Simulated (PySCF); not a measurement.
## N²⁺: ionisation energy

N²⁺ [He] 2s2 2p1 (2P) → N³⁺ [He] 2s2 (1S), as a difference of total energies. Computed with PySCF 2.14 in aug-cc-pVTZ with one added diffuse shell each of s, p, d, f type (6s5p4d3f, 62 functions), with the non-relativistic Hamiltonian (point nucleus). Correlated levels: valence: 1s2 frozen. The calculations carry no spin-orbit coupling.

```tsv
method	ionisation energy (eV)	plus first-order spin-orbit estimate	difference from reference of that sum (eV)
UHF	47.266	47.280	-0.165
LDA	47.834	47.848	+0.403
PBE	47.985	48.000	+0.555
PBE0	47.971	47.985	+0.540
r2SCAN	48.188	48.202	+0.757
B97-3	47.990	48.005	+0.560
MN15	47.593	47.607	+0.162
BP86	48.038	48.052	+0.607
r2SCANh	48.172	48.186	+0.741
MP2 (valence)	47.453	47.467	+0.022
SCS-MP2 (valence)	47.404	47.418	-0.027
```

Reference: 47.445 eV (semi-empirical (NIST evaluation); NIST Atomic Spectra Database, ionization energies).

A first-order spin-orbit estimate (lowest level to lowest level, LS coupling) adds 0.014 eV.

Errors of the correlated levels include the incompleteness of this basis and the frozen core.
